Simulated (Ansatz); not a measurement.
```yaml
crystal:
  periodic: [false, false, false]
  atoms:
    - {symbol: Be, position_ang: [0.002996, 0.006751, 0.000052]}
    - {symbol: C, position_ang: [-0.003141, -0.012843, 1.680507]}
    - {symbol: H, position_ang: [-0.439025, 0.897624, 2.107051]}
    - {symbol: H, position_ang: [1.005600, -0.101980, 2.099445]}
    - {symbol: H, position_ang: [-0.582297, -0.853021, 2.080443]}
    - {symbol: C, position_ang: [0.004195, 0.015275, -1.680504]}
    - {symbol: H, position_ang: [-1.010331, 0.018197, -2.095032]}
    - {symbol: H, position_ang: [0.509092, -0.863375, -2.097868]}
    - {symbol: H, position_ang: [0.512911, 0.893363, -2.094084]}
basis:
  gaussian: {orbitals: def2-mTZVP}
total_charge: 1
magnetization: {spin_polarized: true, initial_magnetization: 1}
hamiltonian: {xc: {name: r2SCAN50}}
scf: {omitted_lower_state_checks: [starts]}
output: {forces: true}
```

```sh
$ ansatz run in.yaml --threads 4 --pin off --events-out ev --progress --plain --max-ram 3916MiB
```

Output, abridged:

```
Functional definition: r2SCAN50
714 factors; integrals over basis functions are off by at most 1.1e-3 eV
mean field evaluation 1: about -2553.8754 eV, gradient 4.1e1 eV
mean field evaluation 2: about -2557.7534 eV, gradient 2.7e1 eV
mean field evaluation 4: about -2561.2425 eV, gradient 3.8e-1 eV
mean field evaluation 8: about -2561.3505 eV, gradient 3.7e-2 eV
mean field evaluation 16: about -2561.3505 eV, gradient 4.7e-5 eV
mean field -2561.35053827 eV, -94.1278961357 hartree, gradient 4.7e-5 eV, S^2 0.775963; 0 other end points of the search recorded, 0 dependent functions left out
reference -2561.35054679 eV, -94.1278964486 hartree; 11, 10 occupied and 56, 57 virtual orbitals, 714 factors
Total energy: -2561.35054679 eV, -94.1278964486 hartree
Atom 0 at     0.002996     0.006751     0.000052 Å, force     0.003805     0.008463     0.000564 eV/Å
Atom 1 at    -0.003141    -0.012843     1.680507 Å, force    -0.017532    -0.054663     3.667181 eV/Å
Atom 2 at    -0.439025     0.897624     2.107051 Å, force    -0.008439     0.040835    -0.852833 eV/Å
Atom 3 at     1.005600    -0.101980     2.099445 Å, force     0.034145     0.011112    -0.852549 eV/Å
Atom 4 at    -0.582297    -0.853021     2.080443 Å, force    -0.012482    -0.010870    -0.849825 eV/Å
Atom 5 at     0.004195     0.015275    -1.680504 Å, force    -0.001834     0.008814    -3.667808 eV/Å
Atom 6 at    -1.010331     0.018197    -2.095032 Å, force    -0.029389    -0.000990     0.850676 eV/Å
Atom 7 at     0.509092    -0.863375    -2.097868 Å, force     0.015991    -0.027262     0.850217 eV/Å
Atom 8 at     0.512911     0.893363    -2.094084 Å, force     0.015734     0.024561     0.854377 eV/Å
Dipole moment:     0.000617     0.001335    -0.000107 e Å
Checks for a lower state left out: starts
```

Run time 1.6 s (4 threads of Arm Neoverse V2 on a shared host).

The dipole of an ion depends on the origin.
